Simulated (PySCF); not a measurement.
**Ho⁺ (holmium, charge +1) across methods**

[Xe] 4f11 6s1, one real determinant. Calculation: PySCF 2.14, in cc-pwCVTZ-X2C with one added diffuse shell of g type (12s11p9d7f5g1h, 195 functions); the spin-free X2C one-electron Hamiltonian (Gaussian nucleus).

```
method   E (hartree)  mean ε 4f α (eV)  mean ε 4f β (eV)  mean ε 6s α (eV)  Σ⟨r²⟩ (bohr²)   ⟨S²⟩
  PBE0     -12615.40           -13.333           -11.168            -9.812          53.28  6.002
   LDA     -12606.85           -10.874            -8.835            -9.543          52.93  6.002
   UHF  -12611.06569           -21.236           -17.978           -10.961          54.35  6.004
r2SCAN     -12615.78           -10.624            -8.771            -9.430          53.33  6.002
   PBE     -12615.59           -10.571            -8.723            -9.301          53.28  6.001
```

⟨L²⟩ = 34.01 against 42 for a pure I term, so this real determinant mixes terms. Spin-orbit coupling, absent here, splits the open shell strongly.
